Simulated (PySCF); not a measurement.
A structure optimised at PBE-D3(BJ)/def2-SVP, used in a PySCF frequency run:

```xyz
11

C     -2.4185    -0.2786    -0.6259
C     -1.3112    -0.0320     0.0963
Cl    -1.3438     1.1166     1.4334
Ge     0.4797    -0.7729    -0.2095
C      1.7470     0.7779    -0.5229
O      2.7890     0.6492    -1.1267
H     -3.3821     0.2107    -0.4100
H     -2.3759    -0.9943    -1.4619
H      0.4717    -1.7183    -1.4367
H      0.9382    -1.5262     1.0665
H      1.4276     1.7799    -0.0929
```
Charge 0, spin multiplicity 1.

Task: Write its SMILES and formula.

Result: C=[C](Cl)[GeH2][CH]=O, C₃H₅ClGeO

Task: What are its rotational constants (standard atomic weights)?

Result: 2.9795, 1.1417, 0.93995 GHz
